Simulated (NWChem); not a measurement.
System: C2H3F3Si; SMILES C=C[Si](F)(F)F

Here is an NWChem input.

```
start job
memory heap 200 mb stack 900 mb global 1100 mb
geometry units angstroms noautosym nocenter noautoz
  C     -0.094432     2.430647     0.000516
  C      0.714517     1.364130    -0.004997
  Si     0.041001    -0.336821    -0.000476
  F      0.471476    -1.176697    -1.296996
  F      0.530370    -1.191584     1.264990
  F     -1.562545    -0.295197     0.035138
  H     -1.184504     2.326603     0.008803
  H      0.297933     3.453163    -0.002538
  H      1.800733     1.514025    -0.012093
end
basis spherical
  C library 6-31g*
  Si library 6-31g*
  F library 6-31g*
  H library 6-31g*
end
dft
  xc hfexch
  iterations 150
  mulliken
end
task dft energy
esp
  recalculate
  probe 0.07
  range 0.3
  factor 1.0
  spacing 0.02
end
task esp
```

Excerpt of the output:

```
             Northwest Computational Chemistry Package (NWChem) 7.3.0
             --------------------------------------------------------

                             Geometry "geometry" -> ""
                             -------------------------

 Output coordinates in angstroms (scale by  1.889725989 to convert to a.u.)

  No.       Tag          Charge          X              Y              Z
 ---- ---------------- ---------- -------------- -------------- --------------
    1 C                    6.0000    -0.09443200     2.43064700     0.00051600
    2 C                    6.0000     0.71451700     1.36413000    -0.00499700
    3 Si                  14.0000     0.04100100    -0.33682100    -0.00047600
    4 F                    9.0000     0.47147600    -1.17669700    -1.29699600
    5 F                    9.0000     0.53037000    -1.19158400     1.26499000
    6 F                    9.0000    -1.56254500    -0.29519700     0.03513800
    7 H                    1.0000    -1.18450400     2.32660300     0.00880300
    8 H                    1.0000     0.29793300     3.45316300    -0.00253800
    9 H                    1.0000     1.80073300     1.51402500    -0.01209300

 Effective nuclear repulsion energy (a.u.)     315.8664202271

  xc_inp: hfexch multiplicative factor not found.

                                 NWChem DFT Module
                                 -----------------

 Summary of "ao basis" -> "ao basis" (spherical)
 ------------------------------------------------------------------------------
       Tag                 Description            Shells   Functions and Types
 ---------------- ------------------------------  ------  ---------------------
 C                           6-31g*                  6       14   3s2p1d
 Si                          6-31g*                  8       18   4s3p1d
 F                           6-31g*                  6       14   3s2p1d
 H                           6-31g*                  2        2   2s

            General Information
            -------------------
          SCF calculation type: DFT
          Wavefunction type:  closed shell.
          No. of atoms     :     9
          No. of electrons :    56
           Alpha electrons :    28
            Beta electrons :    28
          Charge           :     0
          Spin multiplicity:     1
          Use of symmetry is: off; symmetry adaption is: off
          Maximum number of iterations: 150
          AO basis - number of functions:    94
                     number of shells:    44
          Convergence on energy requested:  1.00D-06
          Convergence on density requested:  1.00D-05
          Convergence on gradient requested:  5.00D-04

              XC Information
              --------------
                     Hartree-Fock (Exact) Exchange  1.000

      Superposition of Atomic Density Guess
      -------------------------------------

 Sum of atomic energies:        -663.74950950

      Non-variational initial energy
      ------------------------------

 Total energy =    -665.584126
 1-e energy   =   -1549.355105
 2-e energy   =     567.904558
 HOMO         =      -0.341334
 LUMO         =      -0.011336

     ---------------------------------------------
      Total Density - Mulliken Population Analysis
     ---------------------------------------------

    Atom       Charge   Shell Charges
 -----------   ------   -------------------------------------------------------
    1 C    6     6.33   2.00  0.74  1.86  0.62  1.08  0.03
    2 C    6     6.46   2.00  0.74  1.95  0.61  1.14  0.02
    3 Si  14    12.09   2.00  2.00  5.97  0.69  0.90  0.10  0.17  0.26
    4 F    9     9.60   2.00  0.95  3.46  1.00  2.18  0.01
    5 F    9     9.60   2.00  0.95  3.46  1.00  2.18  0.01
    6 F    9     9.60   2.00  0.95  3.46  1.00  2.19  0.01
    7 H    1     0.78   0.47  0.32
    8 H    1     0.78   0.46  0.32
    9 H    1     0.76   0.46  0.30

   convergence    iter        energy       DeltaE   RMS-Dens  Diis-err
 ---------------- ----- ----------------- --------- --------- ---------
 d= 0,ls=0.0,diis     1   -664.8088288840 -9.81D+02  7.22D-03  8.56D-01
 d= 0,ls=0.0,diis     2   -664.8839656184 -7.51D-02  2.26D-03  2.48D-01
 d= 0,ls=0.0,diis     3   -664.9037874850 -1.98D-02  7.05D-04  5.23D-03
 d= 0,ls=0.0,diis     4   -664.9046354764 -8.48D-04  1.38D-04  1.74D-04
 d= 0,ls=0.0,diis     5   -664.9046663728 -3.09D-05  3.72D-05  1.64D-05
  Resetting Diis
 d= 0,ls=0.0,diis     6   -664.9046692387 -2.87D-06  1.71D-05  1.66D-06
 d= 0,ls=0.0,diis     7   -664.9046696811 -4.42D-07  3.28D-06  9.43D-08

         Total DFT energy =     -664.904669681095
      One electron energy =    -1552.066271779437
           Coulomb energy =      633.559258469786
    Exchange-Corr. energy =      -62.264076598564
 Nuclear repulsion energy =      315.866420227120

 Numeric. integr. density =        0.000000000000

                       DFT Final Molecular Orbital Analysis
                       ------------------------------------

 Vector   26  Occ=2.000000D+00  E=-5.987409D-01
              MO Center=  2.1D-01,  1.6D+00, -3.7D-04, r^2= 2.6D+00
   Bfn.  Coefficient  Atom+Function         Bfn.  Coefficient  Atom+Function
  ----- ------------  ---------------      ----- ------------  ---------------
     3      0.343585  1 C  px                18      0.289752  2 C  py
    17     -0.225385  2 C  px                89     -0.189842  7 H  s
     4     -0.168397  1 C  py                 7      0.160631  1 C  px
    90     -0.132040  7 H  s                 93     -0.132012  9 H  s
    21     -0.130265  2 C  px                64      0.123946  5 F  py

 Vector   27  Occ=2.000000D+00  E=-5.022350D-01
              MO Center=  3.8D-01,  1.4D+00, -3.0D-03, r^2= 2.8D+00
   Bfn.  Coefficient  Atom+Function         Bfn.  Coefficient  Atom+Function
  ----- ------------  ---------------      ----- ------------  ---------------
    18      0.280586  2 C  py                36     -0.240720  3 Si py
    17      0.218794  2 C  px                 4     -0.193637  1 C  py
    34     -0.182386  3 Si s                 22      0.172069  2 C  py
    93      0.171977  9 H  s                 91     -0.169845  8 H  s
    21      0.155118  2 C  px                92     -0.149385  8 H  s

 Vector   28  Occ=2.000000D+00  E=-4.132920D-01
              MO Center=  3.3D-01,  1.8D+00, -2.5D-03, r^2= 1.6D+00
   Bfn.  Coefficient  Atom+Function         Bfn.  Coefficient  Atom+Function
  ----- ------------  ---------------      ----- ------------  ---------------
    19      0.383460  2 C  pz                 5      0.351085  1 C  pz
    23      0.315432  2 C  pz                 9      0.277754  1 C  pz
    50      0.053747  4 F  py                64     -0.053062  5 F  py
    54      0.044443  4 F  py                68     -0.043891  5 F  py
    43      0.040980  3 Si d -1              41      0.039322  3 Si pz

 Vector   29  Occ=0.000000D+00  E= 1.125760D-01
              MO Center=  2.1D-01,  1.6D+00,  4.5D-05, r^2= 2.9D+00
   Bfn.  Coefficient  Atom+Function         Bfn.  Coefficient  Atom+Function
  ----- ------------  ---------------      ----- ------------  ---------------
     9      0.666498  1 C  pz                23     -0.529268  2 C  pz
     5      0.361734  1 C  pz                41     -0.297977  3 Si pz
    19     -0.260392  2 C  pz                37     -0.167372  3 Si pz
    52     -0.135609  4 F  s                 66      0.132463  5 F  s
    43     -0.087282  3 Si d -1              50     -0.075353  4 F  py

[...]

                     NWChem Electrostatic Potential Fit Module
                     -----------------------------------------

 Atom parameters

 Number of atoms is                                    9
 Number of basis functions is                         94

 Grid parameters

 Maximum number of grid points is                  40081
 Number of grid points is                          40080
 Grid range                                     0.300000 nm
 Grid spacing                                   0.020000 nm
 Probe radius                                   0.070000 nm
 Atom radius factor                             1.000000

 Atomic radii

    1    0.100000
    6    0.147000
    9    0.128000
   14    0.187000
 FASTESP  F
  using M.O. file = ./job.movecs

    Atom              Coordinates                           Charge

                                                  ESP

    1 C    -0.009443    0.243065    0.000052   -0.128628
    2 C     0.071452    0.136413   -0.000500   -0.532814
    3 Si    0.004100   -0.033682   -0.000048    1.372940
    4 F     0.047148   -0.117670   -0.129700   -0.401380
    5 F     0.053037   -0.119158    0.126499   -0.401459
    6 F    -0.156255   -0.029520    0.003514   -0.385249
    7 H    -0.118450    0.232660    0.000880    0.131000
    8 H     0.029793    0.345316   -0.000254    0.143694
    9 H     0.180073    0.151403   -0.001209    0.201895
                                            ------------
                                               -0.000000

 Dipole moment                                  1.291397

 Quadrupole moment Qxx                          0.769726
                   Qyy                          6.173537
                   Qzz                         -6.943264

 RMS deviation kJ/mol                           0.045503

 RRMS %                                        19.916513
```

Level: Hartree-Fock/6-31G* (spherical d). Geometry: optimised at PBE0/def2-SVP.
